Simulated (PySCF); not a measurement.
Species: GaH₈NSSi.
Atom-mapped SMILES: `[NH3+:1][GaH2-:2][S:3][SiH3:4]` (hydrogens: H5, H6, H7 on N1; H8, H9 on Ga2; H10, H11, H12 on Si4)

Level of theory: PBE0-D3(BJ)/def2-SVP geometry optimisation, gas phase (PySCF).

Question: What internal coordinates does the optimisation give?

Answer: 
| bond | length (bohr) | order |
| --- | --- | --- |
| N1–Ga2 | 4.030 | single |
| Ga2–S3 | 4.315 | single |
| S3–Si4 | 4.011 | single |
| N1–H5, N1–H6, N1–H7 | 1.929 | single |
| Ga2–H8, Ga2–H9 | 2.969 | single |
| Si4–H10, Si4–H11 | 2.824 | single |
| Si4–H12 | 2.850 | single |

Bonds in one row agree within 0.02 bohr and their mean is given. Orders are formal, as drawn. A selection of angles:
| angle | degrees |
| --- | --- |
| Ga2–N1–H5 | 109.2 |
| Ga2–N1–H6 | 115.8 |
| Ga2–N1–H7 | 107.8 |
| H5–N1–H6 | 108.4 |
| N1–Ga2–S3 | 95.5 |
| N1–Ga2–H8 | 100.2 |
| N1–Ga2–H9 | 102.0 |
| S3–Ga2–H8 | 114.6 |
| S3–Ga2–H9 | 112.4 |
| H8–Ga2–H9 | 125.1 |
| Ga2–S3–Si4 | 96.4 |
| S3–Si4–H10 | 113.7 |
| S3–Si4–H11 | 109.2 |
| S3–Si4–H12 | 111.3 |
| H10–Si4–H11 | 109.0 |
| H10–Si4–H12 | 106.5 |
| H11–Si4–H12 | 106.8 |

Dihedral angles: N1–Ga2–S3–Si4 -77° (synclinal). The mirror-image conformer, all signs reversed, is as good.

N1 (nitrogen bonded to Ga and 3 H) is distorted tetrahedral (angles from 107.2° to 115.8°). S3 (sulfur bonded to Ga and Si) is bent (angle 96.4°). Ga2 (gallium bonded to N, S and 2 H) has angles from 95.5° to 125.1°. Si4 (SiH3 silicon) is distorted tetrahedral (angles from 106.5° to 113.7°). Of the pairs four or more bonds apart, H7···H12 is among the closest relative to their van der Waals radii: 2.29 Å, 95 % of the sum of Bondi's values.

Point group: C1 (no symmetry element, even within 0.4 Å). No PBE0-D3(BJ)/def2-SVP frequencies stand behind this structure, so it isn't proved a minimum. One conformer, not necessarily the lowest.
